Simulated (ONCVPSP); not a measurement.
**Configuration tests for Ga (ONCV)**

Ga, optimised norm-conserving Vanderbilt (ONCV), made with ONCVPSP 4.0.1 (PBE, scalar-relativistic). Core [Ne], reference 3s2 3p6 3d10 4s2 4p1. Waves: 3s+4s: rc 1.10 bohr, ncon 4, nbas 7, qcut 10.7 1/bohr, 2 projectors; 3p+4p: rc 1.40 bohr, ncon 4, nbas 7, qcut 11.8 1/bohr, 3 projectors, debl 1.3 Ha; 3d: rc 0.75 bohr, ncon 5, nbas 10, qcut 16.5 1/bohr, 2 projectors, debl 1.6 Ha. Local part: polynomial inside 0.65 bohr (lpopt 5, dvloc0 -1 Ha). Core correction: Teter function, fcfact 1.75, rcfact 1.5.

Energies are relative to the spin-unpolarised reference configuration 3s2 3p6 3d10 4s2 4p1; without spin polarisation the order of configurations can differ from experiment. Not all tests gave a result: 1 of 4 tests not solved or not reliable.

```csv
valence configuration,charge,ΔE all-electron (eV),error AE − PS (meV)
3s2 3p6 3d10 4s2 4p0,+1,5.688,-0.7
3s2 3p6 3d10 4s1 4p0,+2,26.817,-2.1
3s2 3p6 3d9 4s2 4p2,0,20.315,+3.6
```

Levels in the configuration 3s2 3p6 3d10 4s1 4p0:

```tsv
level	all-electron (eV)	pseudo (eV)
3s	-168.459	-168.451
3p	-119.196	-119.195
3d	-39.358	-39.363
4s	-26.070	-26.069
```
